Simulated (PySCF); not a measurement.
## Bond length, frequency and bond energy of AsH by level of theory

State: ³Σ⁻ (triplet), unpaired electrons π ↑↑. Set-up: basis As cc-pVTZ-PP with ECP10, H cc-pVTZ; scalar-relativistic core potentials; PySCF 2.14. De refers to As + H in their high-spin ground configurations, without counterpoise correction. The functionals are run spin-unrestricted. A positive dipole means As(−)H(+).

```tsv
Level	Re (Å)	ωe (cm⁻¹)	De (eV)	μ (D)
UHF	1.515	2271	1.87	0.25
UHF-MP2	1.508	2277	2.64	n/a
UHF-SCS-MP2	1.512	2255	2.76	n/a
UHF-CCSD	1.517	2215	2.81	n/a
UHF-CCSD(T)	1.519	2198	2.83	n/a
PBE	1.548	2069	2.92	0.07
r²SCAN	1.528	2153	2.96	0.16
B3LYP	1.536	2120	3.02	0.07
PBE0	1.532	2157	2.86	0.14
r²SCAN0	1.519	2206	2.91	0.20
B97-3	1.534	2147	2.90	0.12
LC-ωPBE	1.519	2240	2.83	0.20
```

Problem. Which functional lies closest to UHF-CCSD(T) in De, which farthest, and by how much do they differ from it?

Solution. Closest is LC-ωPBE (+0.0 pm in Re, +1.9 % in ωe, +0.00 eV in De against UHF-CCSD(T) in the same basis), farthest B3LYP (+1.7 pm in Re, -3.5 % in ωe, +0.19 eV in De). CCSD(T) converges more slowly with the basis than the functionals do and binds too weakly in this one, so the order can change at the basis-set limit.

Problem. What does the step from GGA to meta-GGA do here, going from PBE to r²SCAN?

Solution. r²SCAN less PBE: -2.0 pm in Re, +4.1 % in ωe, +0.04 eV in De. 

Problem. What does a quarter of exact exchange do here, going from r²SCAN to r²SCAN0?

Solution. r²SCAN0 less r²SCAN: -0.9 pm in Re, +2.5 % in ωe, -0.05 eV in De. Exact exchange removes part of the self-interaction that spreads semilocal densities, and in most molecules shortens and stiffens the bond and lowers De; so it does here.

Correlated steps freeze 4 core orbitals. Spin–orbit coupling is left out. The state is the lowest determinant that a PBE0 search found; another state may lie lower at other levels.
